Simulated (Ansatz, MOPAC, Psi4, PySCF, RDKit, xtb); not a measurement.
Dimer: SiH4 (SMILES [SiH4]) (first 5 atoms) with N2 (SMILES N#N); geometry from B3LYP-D3(BJ)/def2-TZVP, rigid monomers moved along the line of their centres of mass till Si1···N7 is 3.18 Å.
(charge 0, multiplicity 1):
```xyz
7

Si     0.08240     0.14868    -0.18989
H      0.40019     0.40687    -1.61321
H      0.25771     1.39730     0.58513
H      0.99601    -0.89068     0.33497
H     -1.31754    -0.31567    -0.07436
N      0.00244    -0.32274     3.94294
N     -0.36782    -0.33537     2.91703
```

```tsv
level	interaction energy (kJ/mol)	minus CCSD(T)/CBS(aug-cc-pV(D+d)Z, aug-cc-pV(T+d)Z)	cost
MMFF94	13.7	14.6	-
UFF	3.1	4.0	-
PM3	8.5	9.3	-
PM6	0.5	1.4	-
PM7	-3.4	-2.5	-
GFN1-xTB	-19.9	-19.0	-
GFN2-xTB	-3.4	-2.5	-
HF/STO-3G (no counterpoise)	2.7	3.6	-
HF/3-21G (no counterpoise)	-4.1	-3.2	-
HF/6-31G*	6.2	7.1	-
HF/6-31G* (no counterpoise)	4.5	5.4	-
HF/aug-cc-pV(D+d)Z	6.7	7.6	-
PBE-D3(BJ)/def2-TZVPPD	-1.6	-0.7	×1
PBE-D4/def2-TZVPPD	-0.7	0.2	×1
BP86/6-31G* (no counterpoise)	2.6	3.5	-
r2SCAN/def2-TZVPPD	1.1	2.0	×2
r2SCAN-D3(BJ)/def2-TZVPPD	-0.2	0.7	×2
B3LYP/3-21G (no counterpoise)	-10.0	-9.1	-
B3LYP/6-31G*	4.7	5.6	-
B3LYP/6-31G* (no counterpoise)	1.1	2.0	-
B3LYP/6-311+G** (no counterpoise)	4.3	5.2	-
B3LYP/def2-TZVPPD	4.6	5.5	×2
B3LYP-D3(BJ)/def2-TZVPPD	-1.1	-0.2	×2
PBE0/def2-TZVPPD	1.9	2.8	×2
PBE0-D3(BJ)/def2-TZVPPD	-1.3	-0.5	×2
PBE0-D4/def2-TZVPPD	-0.4	0.5	×2
M06-2X/6-31G* (no counterpoise)	-4.8	-3.9	-
wB97X-V/def2-TZVPPD	-0.7	0.1	×3
wB97M-V/def2-TZVPPD	-0.9	-0.1	×4
MP2/6-31G*	3.0	3.9	-
MP2/6-31G* (no counterpoise)	-1.4	-0.5	-
MP2/aug-cc-pV(D+d)Z	-0.1	0.8	-
MP2/aug-cc-pV(T+d)Z	-1.2	-0.3	-
MP2/CBS(aug-cc-pV(D+d)Z, aug-cc-pV(T+d)Z)	-1.6	-0.7	-
SCS-MP2/aug-cc-pV(T+d)Z	0.5	1.4	-
CCSD/aug-cc-pV(T+d)Z	0.6	1.5	-
CCSD(T)/aug-cc-pV(D+d)Z	0.7	1.6	×5
CCSD(T)/aug-cc-pV(T+d)Z	-0.5	0.4	×300*
CCSD(T)/CBS(aug-cc-pV(D+d)Z, aug-cc-pV(T+d)Z)	-0.9	0.0	×300*
SAPT0/jun-cc-pV(D+d)Z	0.7	1.6	-
```

 The comparison column counts from a level with limits of its own.

The rows run from -19.9 (GFN1-xTB) to 13.7 kJ/mol (MMFF94). In aug-cc-pV(T+d)Z the value moves MP2 -1.2, CCSD 0.6, CCSD(T) -0.5, a shift of 0.7 from MP2 to CCSD(T). From aug-cc-pV(D+d)Z to aug-cc-pV(T+d)Z CCSD(T) changes by -1.1. The dispersion term adds -1.3 in r2SCAN-D3(BJ), -5.7 in B3LYP-D3(BJ), -3.2 in PBE0-D3(BJ). The 5 functionals in def2-TZVPPD without D3 or D4 span 5.6, from wB97M-V to B3LYP.

Interaction energies are E(AB) − E(A) − E(B) at the monomers' geometry in the complex; basis-set methods are counterpoise corrected. Rows marked so take none. RDKit's UFF carries no charges.

Cores are frozen in the correlated methods. CBS: X⁻³ extrapolation of the correlation energy, Hartree–Fock from the larger set. Rows in 3-21G, 6-311+G**, 6-31G*, STO-3G carry no dispersion term and start afresh at each structure (6-31G* with six Cartesian d functions). MP2/6-31G* freezes PySCF's default core. The state that PM3, PM6, PM7 reach isn't checked; PM7 holds dispersion and hydrogen-bond terms.

Run with Ansatz (Gaussian orbitals); MOPAC for PM3, PM6, PM7 (differences of heats of formation); Psi4 for SAPT; PySCF for 3-21G rows, 6-311+G** rows, 6-31G* rows, STO-3G rows, the dispersion terms; RDKit for the force fields; xtb for the GFN methods. Each number belongs to the level named beside it.

Costs are rough ratios of core time to PBE/def2-TZVPPD (about 2.3 s over the structures, on one shared machine); a dash marks a level with no comparable run of its own. A star marks coupled-cluster runs past 200 virtual orbitals, where the program's memory plan changes under this machine's limit, so their costs aren't comparable with smaller runs.

Ansatz is an electronic-structure program.
